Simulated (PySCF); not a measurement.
Labels have come off several samples. The candidates:

A. `InChI=1S/C8H10/c1-7-3-2-4-8(7)5-6-8/h2-4H,5-6H2,1H3`
B. SMILES Fc1nc(C(F)(F)F)no1
C. `InChI=1S/C7H5FO2/c1-2-5-3-4-10-6(5)7(8)9/h2-4H,1H2`
D. 1,4-dimethylimidazole (SMILES Cc1cn(C)cn1)

Spectrum 1. 13C{1H} NMR (computed): δ 146.5 (C), 139.6 (CH), 119.6 (CH), 33.6 (CH3), 16.6 (CH3).

Spectrum 2. 13C{1H} NMR (computed): δ 157.4 (C), 153.6 (CH), 147.8 (C), 140.7 (C), 134.7 (CH), 128.3 (CH2), 115.9 (CH).

Spectrum 3. 13C{1H} NMR (computed): δ 153.4 (C), 146.2 (CH), 136.4 (CH), 133.2 (CH), 41.2 (C), 16.1 (CH2), 14.4 (CH3).

Spectrum 4. 13C{1H} NMR (computed): δ 183.1 (C), 168.2 (C), 127.1 (C).

Computed data (PySCF 2.14.0 with density-fitted response routines): PBE0/pcSseg-1 with gauge-including orbitals, structure optimised with GFN2-xTB. A single conformation, rapidly exchanging positions averaged, gas phase, non-relativistic.

Shifts are taken against calculated references (same method and geometry level): 13C (σref 186.93) against TMS. Splittings of carbon signals by F and P are missing where no couplings were computed. Shifts are as computed. Against solution values, carbons near 30 ppm lie about +3 ppm off and those near 130 ppm about +5 ppm (rms about the fit 2.1 ppm; single classes can miss by 10 ppm). Of 1328 compounds with measured shifts, 309 miss one by over three times the rms of a fit or turn the order of signals round; such compounds aren't used in these exercises. Signals without a measured value on file couldn't be tested in this way; 1H shifts scatter by 0.2 ppm about their fit, and single ones miss by 0.5 ppm.

Q: Which spectrum belongs to which compound?

A: 1–D, 2–C, 3–A, 4–B.

- Spectrum 1 (D): 5 13C signals; δC 33.6 is a methyl carbon bonded to N; δC 16.6 is a methyl carbon on an aromatic ring.
- Spectrum 2 (C): 7 13C signals; δC 134.7 is an alkene CH; δC 128.3 is a terminal =CH2 carbon.
- Spectrum 3 (A): 7 13C signals; δC 153.4 is a fully substituted alkene carbon; δC 146.2 is an alkene CH.
- Spectrum 4 (B): 3 13C signals; δC 183.1 is an aromatic carbon bearing fluorine; δC 127.1 is a CF3 carbon.
